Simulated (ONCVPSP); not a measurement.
What one change does to a pseudopotential (strontium, ONCV)

- Element: Sr
- Generator: ONCVPSP 4.0.1
- Type: optimised norm-conserving Vanderbilt (ONCV)
- Functional: PBE
- Relativity: scalar-relativistic
- Frozen core: [Ar] 3d10
- Valence charge: 10
- Reference configuration: 4s2 4p6 5s2
- Partial waves: 4s+5s: rc 1.95 bohr, ncon 4, nbas 9, qcut 4.8 1/bohr, 3 projectors, debl 3.9 Ha; 4p: rc 1.70 bohr, ncon 3, nbas 6, qcut 5.5 1/bohr, 2 projectors, debl 3 Ha; d scattering state at 0.34 Ha: rc 1.75 bohr, ncon 4, nbas 9, qcut 5.5 1/bohr, 1 projector
- Local potential: polynomial inside 1.65 bohr (lpopt 5, dvloc0 3 Ha)
- Core correction: polynomial model core, fcfact 0.25

In the d channel the program set the typed energies aside and used 0.050 Ha.

Change: s: qcut 6.5; p: qcut 7.4; d: qcut 7.4.

Cutoffs: the cutoffs (Ha) at which the residual kinetic energy of the hardest occupied pseudo-wave falls to 1 and 0.1 mHa per electron; they do not see the model core or the augmentation charge, which bear on the density cutoff. Errors are all-electron minus pseudo energies relative to the spin-unpolarised reference configuration.

Problem. Predict the effect on cutoff, ghosts and configuration errors.

Solution. The potential gets harder (9.6 Ha and 20 Ha → 17 Ha and 21 Ha); of the 4 tests that both files solve, the error grows in 0 and shrinks in 2 by more than 15 % and 0.3 meV (median size 1.1 → 0.8 meV); neither file shows a bound ghost.

```tsv
quantity	base	changed
cutoff, loose	9.6 Ha	17 Ha
cutoff, tight	20 Ha	21 Ha
loose cutoff by channel	s 9.6 Ha, p 9.4 Ha	s 14 Ha, p 17 Ha
bound ghosts	none	none
GHOST(+) flags under 300 eV	none	none
error for 4s2 4p6 5s1, meV [ΔE 5.89 eV]	-0.7	-0.5
error for 4s2 4p6 5s0, meV [ΔE 16.89 eV]	-3.4	-2.2
error for 4s2 4p6 5s1.5, meV [ΔE 2.34 eV]	-0.2	-0.2
error for 4s2 4p6 4d0.5 5s1.5, meV [ΔE 1.15 eV]	-1.6	-1.2
s: phases at 1.98 bohr within 0.05 rad from the reference energy up to (Ha; the scan ends near 5)	to the end of the scan	to the end of the scan
p: phases at 1.73 bohr within 0.05 rad from the reference energy up to (Ha; the scan ends near 5)	to the end of the scan	to the end of the scan
d: phases at 1.78 bohr within 0.05 rad from the reference energy up to (Ha; the scan ends near 5)	4.7	to the end of the scan
rms error of d²Exc/dni dnj with the model core, mHa	1.46	0.69
```
